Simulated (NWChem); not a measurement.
Species: AlH$_{4}$ anion; SMILES [AlH4-]

```xyz
5

Al     0.0000     0.0000     0.0000
H     -0.9488     0.9488    -0.9488
H      0.9488    -0.9488    -0.9488
H     -0.9488    -0.9488     0.9488
H      0.9488     0.9488     0.9488
```
Atoms are numbered in this order, from 1.

Sets without diffuse functions describe the anion's extra electron poorly. The geometry was optimised at B3LYP/def2-SVPD. B3LYP is NWChem's, with the RPA form of VWN correlation.

Problem. Split the isotropic spin-spin couplings (Hz) from B3LYP/pcJ-1 (NWChem) into Fermi-contact, spin-dipolar, paramagnetic and diamagnetic spin-orbit terms, for the pairs 1–3, 2–3.

Solution. 
| pair | FC | SD | PSO | DSO | total |
|---|---|---|---|---|---|
| 27Al(1)–1H(3) | 183.09 | 0.10 | -0.62 | 0.06 | 182.63 |
| 1H(2)–1H(3) | 4.27 | 0.00 | 0.65 | -1.39 | 3.54 |
